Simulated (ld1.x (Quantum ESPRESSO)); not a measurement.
## What one change does to a pseudopotential (titanium (Ti), ultrasoft)

| Property | Result |
| --- | --- |
| Element | Ti (Z = 22) |
| Generator | ld1.x (Quantum ESPRESSO) 7.5 |
| Type | ultrasoft |
| Functional | PBE |
| Relativity | non-relativistic |
| Frozen core | [Ar] |
| Valence charge | 4 |
| Reference configuration | 3d2 4s2 4p0 |
| Partial waves | 4s (bound): rcut 2.85, rcutus 3.60 bohr; 4s channel at 1.15 Ry: rcut 2.85, rcutus 3.60 bohr; 4p (bound, empty): rcut 2.70, rcutus 3.15 bohr; 4p channel at 3.85 Ry: rcut 2.70, rcutus 3.15 bohr; 3d (bound): rcut 1.55, rcutus 1.95 bohr; 3d channel at 1.25 Ry: rcut 1.55, rcutus 1.95 bohr |
| Local potential | all-electron potential smoothed inside 2.90 bohr (lloc = -1) |
| Core correction | none |
| Augmentation charge | PSQ, inside the norm-conserving radii |

All-electron outer shells of the reference configuration (PBE, non-relativistic, ld1.x):

| shell | level (eV) | outermost node (bohr) | outermost maximum (bohr) |
| --- | --- | --- | --- |
| 3p | -38.78 | 0.37 | 0.90 |
| 4s | -4.42 | 1.25 | 2.96 |
| 3d | -4.42 | – | 0.97 |
| 4p | -1.48 | 1.39 | 3.80 |

Change: waves 4p (bound): rcut 2.12, rcutus 2.24 bohr; 4p channel at 3.85 Ry: rcut 2.12, rcutus 2.24 bohr.

Cutoffs: the cutoffs (Ry, on a coarse ladder) from which the occupation-weighted sum of valence levels, in a spherical-Bessel basis at the reference potential, stays within 10 and 1 mRy of its value at 400 Ry; they do not see the model core or the augmentation charge, which bear on the density cutoff. Errors are all-electron minus pseudo energies relative to the spin-unpolarised reference configuration.

Question: Predict the effect on cutoff, ghosts and configuration errors.

Answer: The potential gets neither clearly harder nor softer (25 Ry and 30 Ry → 25 Ry and 30 Ry); a bound ghost appears in p, which as a rule spoils a file; the number of tests that count goes from 7 to 6; the errors of the 6 common tests hardly move.

```csv
quantity,base,changed
"cutoff, loose",25 Ry,25 Ry
"cutoff, tight",30 Ry,30 Ry
bound ghosts,none,p
"tests counted (converged, no solver errors)",7 of 7,6 of 7
"error for 3d2 4s1 4p0, meV [ΔE 7.29 eV]",+7.2,+7.2
"error for 3d2 4s0 4p0, meV [ΔE 20.76 eV]",+204,+204
"error for 3d1 4s0 4p0, meV [ΔE 47.87 eV]",+478,+478
"error for 3d1 4s2 4p0, meV [ΔE 9.94 eV]",-114,-114
"error for 3d2.5 4s1.5 4p0, meV [ΔE 0.26 eV]",-11,-11
"error for 3d3 4s1 4p0, meV [ΔE 0.95 eV]",-32,-32
s: phases at 3.92 bohr within 0.05 rad from the reference energy up to (Ry; the scan ends near 5),2.6,2.6
p: phases at 3.92 bohr within 0.05 rad from the reference energy up to (Ry; the scan ends near 5),1.9,2.2
d: phases at 3.92 bohr within 0.05 rad from the reference energy up to (Ry; the scan ends near 5),3.0,3.0
lowest overlap eigenvalue by channel,"s 0.64, p 0.35, d 0.41","s 0.64, p 0.02, d 0.41"
```

Changed file: Tests not counted: 3d2 4s0 4p1 (solver errors, printed error -2.4 eV). A true bound ghost makes a file unfit for plane-wave use even where its test errors are small: the radial tests pick states by their node count and pass the ghost by. Where a test does run into it, the solver fails or the error is huge.
